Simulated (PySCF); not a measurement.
P⁺ (phosphorus, charge +1) across methods

[Ne] 3s1 3p3, high-spin 5S determinant (an excited configuration). All numbers are calculated (PySCF 2.14, the non-relativistic Hamiltonian (point nucleus), in dyall-acv3z (19s12p6d4f, 113 functions)).

```json
{"method": "TPSS", "E (hartree)": "-340.7028", "mean ε 2p β (eV)": "-135.85", "mean ε 3s α (eV)": "-25.549", "mean ε 3p α (eV)": "-16.131", "Σ⟨r²⟩ (bohr²)": "21.04", "⟨S²⟩": "6.000"}
{"method": "PBE", "E (hartree)": "-340.5210", "mean ε 2p β (eV)": "-135.28", "mean ε 3s α (eV)": "-25.278", "mean ε 3p α (eV)": "-16.054", "Σ⟨r²⟩ (bohr²)": "21.11", "⟨S²⟩": "6.000"}
{"method": "r2SCAN", "E (hartree)": "-340.6795", "mean ε 2p β (eV)": "-137.56", "mean ε 3s α (eV)": "-26.257", "mean ε 3p α (eV)": "-16.504", "Σ⟨r²⟩ (bohr²)": "20.98", "⟨S²⟩": "6.000"}
{"method": "UHF", "E (hartree)": "-340.21206", "mean ε 2p β (eV)": "-157.70", "mean ε 3s α (eV)": "-34.243", "mean ε 3p α (eV)": "-21.233", "Σ⟨r²⟩ (bohr²)": "21.17", "⟨S²⟩": "6.000"}
{"method": "LDA", "E (hartree)": "-339.4040", "mean ε 2p β (eV)": "-135.34", "mean ε 3s α (eV)": "-25.172", "mean ε 3p α (eV)": "-16.027", "Σ⟨r²⟩ (bohr²)": "21.19", "⟨S²⟩": "6.000"}
{"method": "MN15", "E (hartree)": "-340.6820", "mean ε 2p β (eV)": "-141.06", "mean ε 3s α (eV)": "-27.324", "mean ε 3p α (eV)": "-17.747", "Σ⟨r²⟩ (bohr²)": "20.94", "⟨S²⟩": "6.000"}
{"method": "M06-2X", "E (hartree)": "-340.6550", "mean ε 2p β (eV)": "-146.98", "mean ε 3s α (eV)": "-29.074", "mean ε 3p α (eV)": "-18.440", "Σ⟨r²⟩ (bohr²)": "21.08", "⟨S²⟩": "6.000"}
{"method": "PBE0", "E (hartree)": "-340.5578", "mean ε 2p β (eV)": "-141.19", "mean ε 3s α (eV)": "-27.667", "mean ε 3p α (eV)": "-17.477", "Σ⟨r²⟩ (bohr²)": "21.05", "⟨S²⟩": "6.000"}
```
